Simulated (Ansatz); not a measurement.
One change: `[CH3][Ga]([NH2])[SH]` becomes `[NH2][Ga]([SH])[Cl]`.

Ansatz, PBE0-D4/def2-TZVP geometries, multiplicity 1. Each molecule was computed in one conformer, which needn't be the lowest.

Scalar relativity is left out up to krypton.

| property | `[CH3][Ga]([NH2])[SH]` |
| --- | --- |
| HOMO energy (B3LYP/def2-TZVPP) / eV | -6.76 |
| LUMO energy (ωB97M-V/def2-TZVPP) / eV | 1.71 |
| size of the dipole moment (B3LYP/def2-TZVPP) / D | 2.08 |
| LUMO energy (B3LYP/def2-TZVPP) / eV | -0.21 |
| size of the dipole moment (ωB97M-V/def2-TZVPP) / D | 2.09 |
| HOMO energy (PBE/def2-TZVPP) / eV | -5.71 |

(1) Give the same properties after the change, and the shifts. (An estimate is asked.)

Results:

(1) The calculation gave: 
```tsv
property	`[NH2][Ga]([SH])[Cl]`	shift
HOMO energy (B3LYP/def2-TZVPP) / eV	-7.34	-0.58
LUMO energy (ωB97M-V/def2-TZVPP) / eV	1.13	-0.58
size of the dipole moment (B3LYP/def2-TZVPP) / D	1.68	-0.40
LUMO energy (B3LYP/def2-TZVPP) / eV	-1.01	-0.80
size of the dipole moment (ωB97M-V/def2-TZVPP) / D	1.66	-0.43
HOMO energy (PBE/def2-TZVPP) / eV	-6.26	-0.55
```

With PBE0 the HOMO falls by 0.59 eV and the LUMO falls by 0.73 eV, so the gap narrows by about 0.14 eV. PBE moves the HOMO by -0.55 eV and ωB97M-V by -0.59 eV. Dipoles are sizes alone; their direction can turn.

B3LYP here is the variant with VWN-RPA as its local correlation; programs differ in this.
